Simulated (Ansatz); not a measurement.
A structure relaxed at PBE0-D4/def2-TZVP, charge 0, multiplicity 1:

```xyz
12

C     1.5753    1.0631   -0.0571
Si    0.1499    0.2630   -0.9446
F    -0.9101    1.4161   -1.3436
Si   -1.0049   -1.2975    0.3866
O    -1.6437   -0.5774    1.7344
H     2.0302    1.8421   -0.6737
H     1.2536    1.5099    0.8862
H     2.3414    0.3153    0.1669
H     0.6190   -0.3528   -2.2186
H    -2.0624   -1.9724   -0.4221
H    -0.0700   -2.3358    0.8934
H    -2.2784    0.1264    1.5922
```

(1) Give its formula and SMILES.

(2) Summarise the bond lengths by kind.

Results:

(1) CH7FOSi2, `C[SiH](F)[SiH2]O`.

(2) 1 × C–Si 1.860 Å; 3 × C–H 1.092 to 1.094 Å; 1 × F–Si 1.616 Å; 1 × Si–Si 2.354 Å; 3 × H–Si 1.486 to 1.493 Å; 1 × O–Si 1.656 Å; 1 × H–O 0.958 Å.

Program: Ansatz 0.2.0.
